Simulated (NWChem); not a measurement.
Program: NWChem. System: CH3S, charge 0, spin multiplicity 2, at a geometry optimised with UPBE0/def2-SVP. The structure started from a generated list of species. Its SCF solution wasn't tested for a lower state. Level: UMP2/def2-TZVP, 6 core orbitals frozen.

Part of the output:

```
             Northwest Computational Chemistry Package (NWChem) 7.3.0
             --------------------------------------------------------

                                NWChem Input Module
                                -------------------

 Scaling coordinates for geometry "geometry" by  1.889725989
 (inverse scale =  0.529177249)

                             Geometry "geometry" -> ""
                             -------------------------

 Output coordinates in angstroms (scale by  1.889725989 to convert to a.u.)

  No.       Tag          Charge          X              Y              Z
 ---- ---------------- ---------- -------------- -------------- --------------
    1 C                    6.0000    -1.03335000     0.47023500     0.06476800
    2 S                   16.0000     0.49795100    -0.31163800    -0.02860200
    3 H                    1.0000    -1.91106200    -0.17580500     0.03774100
    4 H                    1.0000    -1.13251700     1.55200800    -0.01836600
    5 H                    1.0000     1.27645600     0.78859000     0.04964900

 Effective nuclear repulsion energy (a.u.)      50.5371023682

            Nuclear Dipole moment (a.u.)
            ----------------------------
        X                 Y               Z
 ---------------- ---------------- ----------------
    -0.0000132281    -0.0000094486    -0.0000000000


 Summary of "ao basis" -> "" (spherical)
 ------------------------------------------------------------------------------
       Tag                 Description            Shells   Functions and Types
 ---------------- ------------------------------  ------  ---------------------
 *                         def2-tzvp                  on all atoms

 Summary of "ao basis" -> "ao basis" (spherical)
 ------------------------------------------------------------------------------
       Tag                 Description            Shells   Functions and Types
 ---------------- ------------------------------  ------  ---------------------
 C                         def2-tzvp                11       31   5s3p2d1f
 S                         def2-tzvp                13       37   5s5p2d1f
 H                         def2-tzvp                 4        6   3s1p

                                 NWChem SCF Module
                                 -----------------

  ao basis        = "ao basis"
  functions       =    86
  atoms           =     5
  alpha electrons =    13
  beta  electrons =    12
[...]
     2   0 2 0    -14.247965    -18.339148    -17.128538     21.219721
     2   0 1 1      0.016618     -0.711087     -0.448482      1.176187
     2   0 0 2    -17.246815     -9.893692     -7.504841      0.151718

                   NWChem MP2 Semi-direct Energy/Gradient Module
                   ---------------------------------------------

  Basis functions       =     86
  Molecular orbitals    =     86
  Frozen core           =      6
  Frozen virtuals       =      0
  Active alpha occupied =      7
  Active beta occupied  =      6
  Active alpha virtual  =     73
  Active beta virtual   =     74
  Use MO symmetry       = F
  Use skeleton AO sym   = F

  AO/Fock/Back tols     =   1.0D-09  1.0D-09  1.0D-09

 GA uses MA = F    GA memory limited = T

 Available:
  local mem=  1.26D+08
 global mem=  1.44D+08
 local disk=  0.00D+00
  mp2_memr nvloc                    73
  nvloc new                    73
   1 passes of   7:        5242880                      40627                   6494966.
   1 passes of   7: M    126149936           G      144164408           F     120907056.

 Semi-direct pass number   1 of   1  for UHF alpha       at        2.3s
  vrange nnbf                  3731
  mp2_eaftype                    24  avail_ma_in_mb                  1099
 EAF : mp2_eaftype filesize          24    3247483.
  mp2_eaf for mointskh                     24
Node 0 wrote     15.3 Mb in      0.0 s     Agg I/O rate:  1498.1 Mb/s
 Done moints_semi at        3.8s
  mp2_eaftype                    24  avail_ma_in_mb                  1075
 EAF : mp2_eaftype filesize          24    3247483.
  mp2_eaf for kh                    24
 Done maket at        3.8s
 Done multipass loop at        3.8s

 GA uses MA = F    GA memory limited = T

 Available:
  local mem=  1.26D+08
 global mem=  1.44D+08
 local disk=  0.00D+00
  mp2_memr nvloc                    74
  nvloc new                    74
   1 passes of   6:        5242880                      37278                   5645044.
   1 passes of   6: M    126149936           G      144164408           F     120907056.

 Semi-direct pass number   1 of   1  for UHF beta        at        3.8s
  vrange nnbf                  3731
  mp2_eaftype                    21  avail_ma_in_mb                  1099
 EAF : mp2_eaftype filesize          21    2822522.
  mp2_eaf for mointskh                     21
Node 0 wrote     13.3 Mb in      0.0 s     Agg I/O rate:   784.7 Mb/s
 Done moints_semi at        5.5s
  mp2_eaftype                    21  avail_ma_in_mb                  1078
 EAF : mp2_eaftype filesize          21    2822522.
  mp2_eaf for kh                    21
 Done maket at        5.6s
 Done multipass loop at        5.6s

          -------------------------------------------
          SCF energy                -437.123615849879
          Correlation energy          -0.316754306366
          Singlet pairs                0.000000000000
          Triplet pairs                0.000000000000
          Total MP2 energy          -437.440370156244
          -------------------------------------------

          ---------------------------------------------------
                    Spin Component Scaled (SCS) MP2
          Same spin pairs                     -0.072055509409
          Same spin scaling factor             0.333333333333
          Opposite spin pairs                 -0.244698796956
          Opposite spin scaling fact.          1.200000000000
          SCS-MP2 correlation energy          -0.317657059484
          Total SCS-MP2 energy              -437.441272909363
          ---------------------------------------------------

 -----------------------
 Performance information
 -----------------------

 Timer overhead =  1.14D-07 seconds/call

               Nr. of calls         CPU time (s)                 Wall time (s)                GFlops
             ---------------    -------------------     ------------------------------   -------------------
Name         Min   Avg   Max    Min     Avg     Max     Min     Avg     Max   Mx/calls   Min     Max     Sum
mp2: moin     2     2     2    3.1     3.1     3.1      3.1     3.1     3.1     1.6      0.0     0.0     0.0
mp2: make     2     2     2   0.12    0.12    0.12     0.12    0.12    0.12    5.77E-2   0.0     0.0     0.0
mp2: tota     1     1     1    3.3     3.3     3.3      3.3     3.3     3.3     3.3      0.0     0.0     0.0

 The average no. of pstat calls per process was 5.00D+00
 with a timing overhead of 5.71D-07s

 Task  times  cpu:        5.5s     wall:        5.5s

 Total times  cpu:        5.6s     wall:        5.6s
```

Q: Write an NWChem input that would produce this output.

A: Several could match; the one computed here: 
```
start mol
memory heap 200 mb stack 900 mb global 1100 mb
geometry units angstroms nocenter noautoz noautosym
  C     -1.033350     0.470235     0.064768
  S      0.497951    -0.311638    -0.028602
  H     -1.911062    -0.175805     0.037741
  H     -1.132517     1.552008    -0.018366
  H      1.276456     0.788590     0.049649
end
basis spherical
  * library def2-tzvp
end
scf
  uhf
  nopen 1
  maxiter 100
  thresh 1e-7
  semidirect memsize 60000000 filesize 0
  # guess.movecs holds the orbitals of an unrestricted PBE0 run
  vectors input guess.movecs output mol.movecs
end
mp2
  freeze core 6
end
task mp2 energy
```
